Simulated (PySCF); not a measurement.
Basis and Hamiltonian dependence of the excitation energy of Sb

Sb [Kr] 4d10 5s2 5p3 (4S) → Sb [Kr] 4d10 5s2 5p2 6s1 (4P). All values are computed (PySCF 2.14, energy differences of UHF-based or UKS calculations, no spin-orbit coupling). Values in eV.

| basis | Hamiltonian | functions | UHF | r2SCAN | PBE0 | MP2 (valence) | CCSD(T) (valence) | CCSD(T) (valence and next inner shell) |
| --- | --- | --- | --- | --- | --- | --- | --- | --- |
| aug-cc-pVDZ-PP with ECP28MDF | ECP | 32 | 5.813 | 6.059 | 5.828 | 5.865 | 5.805 | n/a |
| aug-cc-pwCVDZ-PP with ECP28MDF | ECP | 48 | 5.807 | 6.048 | 5.817 | 5.865 | 5.805 | 5.795 |
| aug-cc-pVTZ-PP with ECP28MDF | ECP | 55 | 5.715 | 5.983 | 5.754 | 5.875 | 5.841 | n/a |
| def2-TZVPPD with the def2 core potential (28 electrons) | ECP | 56 | 5.899 | 6.112 | 5.878 | 6.010 | 5.972 | 5.993 |
| ANO-RCC-VTZP | spin-free X2C | 68 | 8.196 | 8.094 | 7.813 | 8.198 | 8.150 | 8.052 |
| x2c-TZVPPall with one added diffuse shell each of s, p, d, f type | spin-free X2C | 76 | 5.994 | 6.190 | 5.954 | 6.097 | 6.062 | 6.077 |
| def2-QZVPPD with the def2 core potential (28 electrons) | ECP | 88 | 5.666 | 5.962 | 5.726 | 5.863 | 5.826 | n/a |
| aug-cc-pVQZ-PP with ECP28MDF | ECP | 92 | 5.634 | 5.943 | 5.706 | 5.838 | 5.800 | n/a |
| aug-cc-pwCVTZ-PP with ECP28MDF | ECP | 96 | 5.700 | 5.984 | 5.748 | 5.864 | 5.830 | n/a |
| aug-cc-pVQZ-DK3 | spin-free X2C | 102 | 5.632 | 5.948 | 5.714 | 5.833 | 5.796 | n/a |
| aug-cc-pVQZ-PP with one added diffuse shell each of s, p, d, f, g type with ECP28MDF | ECP | 117 | 5.563 | 5.914 | 5.674 | 5.795 | n/a | n/a |
| aug-cc-pwCVTZ-DK3 with one added diffuse shell each of s, p, d, f type | spin-free X2C | 125 | 5.557 | 5.916 | 5.680 | 5.761 | n/a | n/a |
| x2c-QZVPPall with one added diffuse shell each of s, p, d, f type | spin-free X2C | 128 | 5.588 | 5.932 | 5.695 | 5.800 | n/a | n/a |
| dyall-av2z | non-relativistic | 130 | 5.977 | 6.218 | 5.990 | 6.027 | 5.956 | n/a |

Frozen in the all-electron rows: valence: [Kr] 4d10; valence and next inner shell: [Ar] 3d10; with a core potential, the same shells as far as they lie outside it.

At UHF, ANO-RCC-VTZP lies more than 0.3 eV from the median of the rows with comparable relativity. Of these, ANO-RCC-VTZP has no diffuse functions of the l that the added or promoted electron needs.

Non-relativistic rows lack the scalar-relativistic shift.

Reference for a calculation without spin-orbit coupling: 5.789 eV (measured, between term centres; NIST).
